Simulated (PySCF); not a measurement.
In(Me)(Et) (C3H8In), SMILES C[CH2][In+][CH3], charge +1.

Geometry: PBE0-D3(BJ)/def2-SVP. The multiplicity is an assumed one; other spin states were not compared. The isomer is the one that the SMILES or the coordinates give; other isomers of the formula were not compared. The def2 effective core potentials stand for the cores of In; spin–orbit coupling is left out. One conformer was computed; it need not be the lowest.

Level of theory: TDA-B3LYP/def2-SVPD (PySCF).

Vertical excitations. The molecule is in vacuum.

Computed UV-visible absorptions:
| state | energy (eV) | λ (nm) | f | main pairs |
|---|---|---|---|---|
| S1 | 4.69 | 264 | 0.003 | HOMO→LUMO 99 % |
| S2 | 4.72 | 263 | 0.001 | HOMO→LUMO+1 99 % |
| S3 | 6.36 | 195 | 0.444 | HOMO→LUMO+2 66 %, HOMO−1→LUMO+1 22 % |
| S4 | 6.51 | 190 | 0.000 | HOMO−1→LUMO 99 % |
| S5 | 6.71 | 185 | 0.187 | HOMO−1→LUMO+1 77 %, HOMO→LUMO+2 16 % |
| S6 | 7.01 | 177 | 0.000 | HOMO−1→LUMO+2 98 % |
| S7 | 7.22 | 172 | 0.008 | HOMO−2→LUMO 91 % |
| S8 | 7.28 | 170 | 0.013 | HOMO−2→LUMO+1 87 % |
| S9 | 7.76 | 160 | 0.027 | HOMO−2→LUMO+2 66 %, HOMO−3→LUMO+2 14 % |
| S10 | 7.82 | 158 | 0.032 | HOMO−3→LUMO+1 83 % |
| T1 | 4.37 | 284 | 0 | HOMO→LUMO+2 80 %, HOMO→LUMO 17 % |
| T2 | 4.39 | 282 | 0 | HOMO→LUMO 83 %, HOMO→LUMO+2 16 % |
| T3 | 4.43 | 280 | 0 | HOMO→LUMO+1 99 % |
| T4 | 6.45 | 192 | 0 | HOMO−1→LUMO 98 % |
Triplets are in the Tamm–Dancoff approximation.
